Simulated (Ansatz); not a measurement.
`BCC(C)N` + `OC[SiH](F)F` → `BOC[SiH](F)F` + `CC(C)N`  (ligand exchange at a B–C bond)

Isolated molecules relaxed with PBE0-D4/def2-TZVP in Ansatz; ΔE leaves out vibrations. CCSD(T)/CBS adds triple-zeta CCSD(T) − MP2 to the extrapolated MP2 energy (def2 sets, frozen cores). Each species was taken in one conformer, which may not be the lowest.

`BCC(C)N`:

```xyz
15

B     0.740    1.899    0.666
C     0.884    0.595   -0.154
C     0.008   -0.593    0.211
C    -1.453   -0.308   -0.116
N     0.534   -1.796   -0.426
H     0.174    1.912    1.724
H     1.253    2.912    0.282
H     0.846    0.790   -1.235
H     1.943    0.321    0.020
H     0.091   -0.750    1.294
H    -2.089   -1.157    0.150
H    -1.576   -0.118   -1.188
H    -1.823    0.568    0.426
H    -0.059   -2.593   -0.222
H     0.526   -1.681   -1.434
```

`OC[SiH](F)F`:

Cartesian coordinates in Å:
```
O -0.093 0.222 -1.734
C -0.744 -0.004 -0.494
Si 0.436 0.071 0.952
F 0.986 1.543 1.168
F 1.688 -0.836 0.563
H 0.633 -0.401 -1.821
H -1.287 -0.962 -0.483
H -1.504 0.776 -0.388
H -0.114 -0.409 2.237
```

`BOC[SiH](F)F`:

```xyz
11

B    -1.354   -0.679   -1.463
O    -0.119   -0.268   -1.137
C     0.115    0.718   -0.138
Si    1.069   -0.054    1.273
F     1.228    1.040    2.413
F     2.524   -0.454    0.791
H    -2.312   -0.198   -0.917
H    -1.433   -1.526   -2.302
H    -0.830    1.139    0.227
H     0.693    1.535   -0.582
H     0.419   -1.252    1.836
```

`CC(C)N`:

```xyz
13

C    -0.869    0.684   -0.840
C    -0.152   -0.325    0.039
C     1.349   -0.278   -0.177
N    -0.437   -0.019    1.436
H    -1.951    0.645   -0.683
H    -0.530    1.696   -0.604
H    -0.678    0.487   -1.897
H    -0.504   -1.331   -0.247
H     1.602   -0.502   -1.216
H     1.861   -1.009    0.456
H     1.734    0.714    0.072
H    -1.433   -0.068    1.615
H     0.009   -0.694    2.046
```

```tsv
level	ΔE (kJ/mol)
HF/def2-QZVPP	-160.5
MP2/CBS(def2)	-152.8
```

**Question.** What does CCSD(T)/CBS give? (An estimate is asked.)

**Answer.** Ansatz gave: -152.2 kJ/mol. The listed levels differ from it by -8.3, -0.6 kJ/mol.

Largest T1 diagnostic among the species: 0.013.

In def2-TZVPP, CCSD(T) changes the Hartree–Fock value by +5.1 kJ/mol (the triples alone add −0.4 kJ/mol) and MP2 by +4.5 kJ/mol.
